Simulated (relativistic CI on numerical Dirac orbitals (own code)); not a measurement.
Sm X: sensitivity of the levels to the model

Base calculation: Dirac-Coulomb-Breit CI, orbitals from a KLI potential per configuration, a model potential for QED, unscaled Slater integrals.

CI space (outside the closed core [Kr] 4d10): 4f⁴5s²5p, 4f³5s²5p², 4f⁵5s², 4f⁴5s5p², 4f³5s5p³, 4f²5s²5p²6s, 4f⁴5s²5f, 4f²5s²5p³, 4f5s²5p⁴, 4f²5s5p⁴, 4f⁴5p³, 4f³5p⁴, 4f²5s²5p6s², 4f5s²5p²6s², 4f²5s5p²6s², 4f²5s²5f6s². Double excitations out of closed p, d and f shells are left out; levels of such configurations are missing from the list, as are those of other unlisted configurations, and high levels can miss mixing partners.

Variants: (1) valence Slater integrals scaled by 0.9; (2) configuration mixing switched off; (3) only the first 3 configurations. Shifts of the energy above 4f³5s²5p² ⁶K°9/2, in cm⁻¹, for the lowest level and the first level of each name with at least 55 % of one term (blank where a level changes its place among those of its configuration and J or its character, or is not in the variant):

| Level | Base | Δ(1) | Δ(2) | Δ(3) |
| --- | --- | --- | --- | --- |
| 4f³5s²5p² ⁶K°9/2 | 0.0 | 0.0 | 0.0 | 0.0 |
| 4f⁴5s²5p ⁶K°9/2 | 23261.7 | +1544.9 | +1632.2 | +973.7 |
| 4f⁴5s²5p ⁶K°11/2 | 26435.2 | +1684.9 | +1495.9 | +1010.9 |
| 4f⁴5s²5p ⁶K°13/2 | 29982.5 | +1525.3 | +1332.1 | +1030.9 |
| 4f³5s²5p² ⁶K°17/2 | 42798.3 | +659.0 | -1233.2 | -1246.4 |

At this charge transitions that keep the count of f electrons are usually good to a few per cent. Terms inside the open d or f shell come out 10 to 20 % too wide with unscaled integrals. Levels and lines within the n = 5 or 6 shells can be off by up to 10 % or somewhat more, and those that change n by about 2 %, since core polarisation is missing. Levels that differ in their count of f electrons can be misplaced by several ten thousand cm⁻¹, since the correlation energy of f electrons is missing or only estimated; rates across such gaps can be off by orders of magnitude. The computed lowest level isn't the tabulated ground level, which NIST ASD gives as 4f4 5s2 5p °; for such ions that label comes from theory and may be the wrong one.

Ionisation energy from one configuration of each of the two ions, the ground ones as tabulated or assumed: base 151.515 eV; valence Slater integrals scaled by 0.9 151.395 eV. The NIST ASD value (theoretical) is 158 ± 8 eV.

LS names give the leading component of a level, which can be under half, so a name can repeat, a term be missing and a line seem to break the LS rules.
